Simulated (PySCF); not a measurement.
# SMILES ClC=C=C=Cc1cccs1, C8H5ClS

Cartesian coordinates in Å; atom numbers follow the order of the lines, from 1:
```xyz
15

Cl    3.738    2.348   -0.495
C     3.578    1.249    0.831
C     2.481    0.555    1.028
C     1.411   -0.082    1.168
C     0.293   -0.771    1.343
C    -0.834   -0.662    0.475
C    -0.986    0.124   -0.643
C    -2.241   -0.028   -1.255
C    -3.039   -0.922   -0.607
S    -2.272   -1.601    0.768
H     4.448    1.192    1.465
H     0.212   -1.453    2.180
H    -0.213    0.781   -0.998
H    -2.543    0.504   -2.139
H    -4.037   -1.226   -0.854
```

Method: quadratic response PBE0/def2-SVPD first hyperpolarisability, Taylor convention, gas phase in PySCF. Geometry: GFN2-xTB.

(1) Give the tensor of the static β(0;0,0) in the axes of these coordinates.

Answers

(1) In au, Taylor convention; rows are the first index (the induced dipole):
|  | xx | yy | zz | xy | xz | yz |
| --- | --- | --- | --- | --- | --- | --- |
| x | -636.5 | +66.4 | -23.1 | -84.6 | -328.9 | -123.4 |
| y | -84.6 | +117.1 | +7.9 | +66.4 | -123.4 | -62.3 |
| z | -328.9 | -62.3 | -43.4 | -123.4 | -23.1 | +7.9 |

Norm of βᵢ = ⅓ Σⱼ (βᵢⱼⱼ + βⱼᵢⱼ + βⱼⱼᵢ): 736.4 au, hyper-Rayleigh value 354.4 au.
